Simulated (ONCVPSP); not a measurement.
**silicon (Si): one change to an ONCV potential, before and after**

- Element: silicon
- Generator: ONCVPSP 4.0.1
- Type: optimised norm-conserving Vanderbilt (ONCV)
- Functional: PBEsol
- Relativity: non-relativistic
- Frozen core: [Ne]
- Valence charge: 4
- Reference configuration: 3s2 3p1 (charge +1)
- Partial waves: 3s: rc 1.75 bohr, ncon 4, nbas 8, qcut 3.3 1/bohr, 2 projectors, debl 2.5 Ha; 3p: rc 2.10 bohr, ncon 4, nbas 7, qcut 4.4 1/bohr, 2 projectors, debl 3.2 Ha; d scattering state at 0.08 Ha: rc 1.80 bohr, ncon 4, nbas 7, qcut 5.5 1/bohr, 2 projectors, debl 1 Ha
- Local potential: polynomial inside 1.35 bohr (lpopt 5, dvloc0 4 Ha)
- Core correction: Teter function, fcfact 3, rcfact 1.75

Change: s: qcut 3.4; p: qcut 4.6; d: qcut 5.7.

Cutoffs: the cutoffs (Ha) at which the residual kinetic energy of the hardest occupied pseudo-wave falls to 1 and 0.1 mHa per electron; they do not see the model core or the augmentation charge, which bear on the density cutoff. Errors are all-electron minus pseudo energies relative to the spin-unpolarised reference configuration.

Question: What does the change do?

Answer: The potential gets softer (16 Ha and 51 Ha → 14 Ha and 50 Ha); the errors of the 4 common tests hardly move; neither file shows a bound ghost.

| quantity | base | changed |
| --- | --- | --- |
| cutoff, loose | 16 Ha | 14 Ha |
| cutoff, tight | 51 Ha | 50 Ha |
| loose cutoff by channel | s 16 Ha, p 3.6 Ha | s 14 Ha, p 3.7 Ha |
| bound ghosts | none | none |
| GHOST(+) flags under 300 eV | s at 164.3 eV | s at 164.3 eV |
| error for 3s2 3p2, meV [ΔE -7.72 eV] | -0.1 | -0.1 |
| error for 3s2 3p0, meV [ΔE 15.98 eV] | -14 | -14 |
| error for 3s1 3p0, meV [ΔE 49.81 eV] | -200 | -199 |
| error for 3s1 3p2, meV [ΔE 7.35 eV] | -8.9 | -8.7 |
| s: phases at 1.78 bohr within 0.05 rad from the reference energy up to (Ha; the scan ends near 5) | 3.7 | 3.7 |
| p: phases at 2.13 bohr within 0.05 rad from the reference energy up to (Ha; the scan ends near 5) | to the end of the scan | to the end of the scan |
| d: phases at 1.83 bohr within 0.05 rad from the reference energy up to (Ha; the scan ends near 5) | 3.9 | 3.9 |
| rms error of d²Exc/dni dnj with the model core, mHa | 4.35 | 4.33 |
